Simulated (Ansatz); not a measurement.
`[F][Sn]([F])([SH])[SH]` and `[F][Sn]([SH])([SH])[SH]` differ in one atom or group.

Ansatz, PBE0-D4/def2-TZVP geometries, multiplicity 1. Each molecule was computed in one conformer, which needn't be the lowest.

Elements past krypton have def2 core potentials.

```json
{"property": "LUMO energy (PBE/def2-TZVPP) / eV", "`[F][Sn]([F])([SH])[SH]`": "-3.37"}
{"property": "LUMO energy (PBE0/def2-TZVPP) / eV", "`[F][Sn]([F])([SH])[SH]`": "-2.47"}
{"property": "HOMO–LUMO gap (PBE0/def2-TZVPP) / eV", "`[F][Sn]([F])([SH])[SH]`": "6.03"}
{"property": "LUMO energy (ωB97M-V/def2-TZVPP) / eV", "`[F][Sn]([F])([SH])[SH]`": "-0.45"}
{"property": "LUMO energy (B3LYP/def2-TZVPP) / eV", "`[F][Sn]([F])([SH])[SH]`": "-2.77"}
{"property": "size of the dipole moment (PBE/def2-TZVPP) / D", "`[F][Sn]([F])([SH])[SH]`": "2.85"}
```

Give the same properties after the change, and the shifts. (Estimate.)

The calculation gave: 
| property | `[F][Sn]([SH])([SH])[SH]` | shift |
| --- | --- | --- |
| LUMO energy (PBE/def2-TZVPP) / eV | -3.06 | 0.31 |
| LUMO energy (PBE0/def2-TZVPP) / eV | -2.19 | 0.28 |
| HOMO–LUMO gap (PBE0/def2-TZVPP) / eV | 5.76 | -0.27 |
| LUMO energy (ωB97M-V/def2-TZVPP) / eV | -0.22 | 0.23 |
| LUMO energy (B3LYP/def2-TZVPP) / eV | -2.46 | 0.31 |
| size of the dipole moment (PBE/def2-TZVPP) / D | 1.31 | -1.54 |

With PBE0 the HOMO rises by 0.55 eV and the LUMO rises by 0.28 eV, so the gap narrows by about 0.27 eV. PBE moves the HOMO by 0.50 eV and ωB97M-V by 0.60 eV. The zero-point energy changes by 18.7 kJ/mol with +3 modes. Dipoles are sizes alone; their direction can turn.

B3LYP here is the variant with VWN-RPA as its local correlation; programs differ in this.
